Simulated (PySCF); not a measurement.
## Electron correlation in Tc (technetium, neutral)

[Kr] 4d5 5s1 5p1, high-spin 8P determinant (an excited configuration). Calculation: PySCF 2.14, in ANO-RCC-VTZP (7s6p4d2f1g, 68 functions); the spin-free X2C one-electron Hamiltonian (Gaussian nucleus). Frozen: [Kr]; 7 electrons correlated.

```json
{"level": "CCSD", "correlation energy (mhartree)": "-94.58"}
{"level": "(T)", "correlation energy (mhartree)": "-1.90"}
{"level": "CCSD(T)", "correlation energy (mhartree)": "-96.48"}
```

Diagnostics: T1 = 0.0090, D1 = 0.0302, largest double amplitude 0.035.

Cost of the coupled-cluster step: of the order of 2.1 core-seconds, for 7 correlated electrons.

The basis was made for the ground configuration and has no added diffuse functions, which can raise the energy of the promoted electron.
